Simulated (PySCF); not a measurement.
Which determinant of KH lies lowest?

Unrestricted PBE0; PySCF, no relativity, basis sets K def2-TZVP, H def2-TZVP. Outer shells of the fragments: K 4s1; H 1s1.

Followed along the bond (rough minima from three points):

```
2Ms+1  unpaired  ⟨S²⟩ at the start  R at minimum (Å)  Te (eV)
    1      none               0.00              2.26     0.00
    3      σ ↑↑               2.00  none in the scan   ≤ 2.01
```

Solutions found at the starting distance of 2.265 Å, counted from the lowest of them; the search is not exhaustive and high or unbound solutions are not listed, so other states can lie among these:

| 2Ms+1 | unpaired | term | E (eV) | ⟨S²⟩ | ⟨Lz²⟩ | μ (D) |
| --- | --- | --- | --- | --- | --- | --- |
| 1 | none | ¹Σ⁺ | 0.00 | 0.00 | 0.00 | -7.83 |
| 3 | σ ↑↑ | ³Σ⁺ | 2.14 | 2.00 | 0.00 | 3.03 |
| 3 | σ ↑, π ↑ | ³Π | 3.35 | 2.00 | 1.00 | -1.14 |
| 1 | σ ↑, π ↓ | mixed | 3.41 | 1.00 | 1.00 | -0.59 |

A term symbol is given only where ⟨S²⟩ and ⟨Lz²⟩ are close to those of a pure state; real π, δ and φ orbitals otherwise mix terms. A positive dipole means K(−)H(+).

Counting both spins, an empty level lies below a filled one in some of these solutions, because spin and occupation are held.
